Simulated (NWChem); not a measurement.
System: ZnF$_{2}$ anion, doublet; SMILES of the neutral closed-shell parent [F][Zn][F]

```xyz
3

Zn     0.0000     0.0000     0.2764
F      1.6310     0.0000    -0.6815
F     -1.6310     0.0000    -0.6815
```
Atoms are numbered in this order, from 1.

Level: B3LYP/def2-SVPD, spin-unrestricted (NWChem), optimised geometry, unscaled harmonic frequencies. In the optimisation the excess spin sits in a1 (C2v, its own frame). The spin multiplicity was typed, not searched, and may not be the lowest. The highest occupied level is positive, so the extra electron may be held by the finite basis.

```csv
frequency (cm⁻¹),IR intensity (km/mol)
148,21.3
458,81.7
484,135.6
```

| Quantity | Value |
|---|---|
| zero-point energy | 1.6 kcal/mol |
| thermal correction to the enthalpy at 298.15 K (with zero-point energy) | 4.6 kcal/mol |
| heat capacity Cv | 10.5 cal/(mol K) |
| entropy at 298.15 K and 1 atm (symmetry number 2, electronic part: spin degeneracy alone) | 67.9 cal/(mol K) |

Rigid rotor and harmonic oscillator.
